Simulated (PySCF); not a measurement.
**Ionisation energy of Cd⁺ by level of theory**

Cd⁺ [Kr] 4d10 5s1 (2S) → Cd²⁺ [Kr] 4d10 (1S), as a difference of total energies. All numbers are calculated (PySCF 2.14, scalar relativity by spin-free X2C-1e, in x2c-QZVPPall with one added diffuse shell each of s, p, d, f, g type (14s9p8d5f3g, 143 functions)). The calculations carry no spin-orbit coupling.

Order these methods by the ionisation energy they give, lowest first.
A. TPSS
B. M06-2X
C. UHF
D. TPSSh

C (15.572 eV), B (16.774 eV), D (16.925 eV), A (17.033 eV).

For comparison: 16.908 eV (measured; NIST Atomic Spectra Database, ionization energies).
